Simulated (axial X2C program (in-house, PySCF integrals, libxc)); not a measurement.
**CoC⁻: properties at the nuclei**

Calculated with an axial X2C code built on PySCF integrals: two-component X2C with atomic mean-field Coulomb and Gaunt terms, Gaussian nuclei, basis Co dyall-acv3z, C dyall-av3z with contracted cores.

R = 1.710 Å (near the PBE0 minimum at charge -1 of the determinant lowest at the starting distance; the state shown can have its own minimum elsewhere).

Determinant lowest in the PBE0 search, Ω = 3 (⟨Sz⟩ = 0.00, ⟨Lz⟩ = 3.00 at PBE0), spin on the atoms Co 0.95, C -0.95:

| level | Eeff magnitude (GV/cm) | Ws magnitude Co (kHz) | A∥/gI Co (MHz) | qzz Co (a.u.) | A∥/gI C (MHz) | qzz C (a.u.) |
| --- | --- | --- | --- | --- | --- | --- |
| PBE0 | 0.268 | 0.0391 | 532 | -0.13 | 14.5 | -0.25 |
| BP86 | 0.00732 | 0.00217 | 456 | -0.17 | 23.8 | -0.41 |
| B3LYP | 0.122 | 0.0181 | 520 | -0.10 | 12.7 | -0.31 |
| BHandHLYP | 0.321 | 0.0508 | 547 | -0.16 | 0.196 | -0.18 |

Eeff is the effective electric field on the electron electric dipole moment in this Ω state and Ws the scalar–pseudoscalar constant of the nucleus named (defined with the proton number Z and per Ω); A∥ (defined per Ω) follows by multiplying with gI = μI/(I μN); qzz is the electric field gradient, eQq0 = 234.96 MHz × Q/barn × qzz. The operators were transformed with the bare-nucleus X2C matrices; with these basis sets, hyperfine constants and field gradients can be off by tens of per cent, and where levels differ in sign neither size nor sign is settled.

**Question.** With gI(59Co) = 1.3220, Q(59Co) = 0.42 barn (g factors from the IAEA table of nuclear moments by Stone; Q from Pyykkö, Mol. Phys. 2018), turn the PBE0 values of the first state into constants in MHz.

**Answer.** A∥(59Co) = 532 × 1.3220 = 703 MHz; eQq0(59Co) = 234.96 × (0.42) × (-0.13) = -12.8 MHz.

Each state is one determinant with collinear spin, which with several unpaired electrons need not be a pure state. For an anion, determinants above electron detachment, or with a positive highest level, are held by the basis set. With several open shells hyperfine constants can be off by a factor of several. Where Eeff spreads by more than a factor of two the levels disagree and none is to be relied on. In the state Ω = 3 the atomic spins oppose each other (0.95, -0.95): a broken-symmetry determinant whose values are not spin-projected. Open-shell Ω = 0 determinants with evenly filled partner blocks cannot be reached by this program, so the Ω shown need not be the lowest component. Left out as unconverged or as another state under the same occupation: HF in at least one table. At BP86 a later determinant lies lower. States lie within half an eV, so the first need not be the ground state. The sign of Ws at Co differs between levels in the first state. Further determinants of the search, some of them spin-mixed, are not shown. Where a field gradient or hyperfine factor spreads by more than a factor of two over the levels, a constant derived from it is not to be relied on.
